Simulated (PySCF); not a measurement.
C2HCl2, SMILES Cl[C]=CCl, multiplicity 2. Coordinates come from a PBE-D3(BJ)/def2-SVP optimisation. The isomer is the one that the SMILES or the coordinates give; other isomers of the formula were not compared.

Computed equilibrium geometry at PBE-D3(BJ)/def2-SVP (PySCF confirms it by a frequency run) as bond lengths and angles, and its point group:
point group Cs.
Atoms: Cl1 C2 C3 Cl4 H5. Bond lengths (Å): Cl1–C2 1.668, C2–C3 1.329, C3–Cl4 1.755, C3–H5 1.101. Bond angles (°): Cl1–C2–C3 137.0, C2–C3–Cl4 123.8, C2–C3–H5 121.8, Cl4–C3–H5 114.4.
Charge 0, spin multiplicity 2.
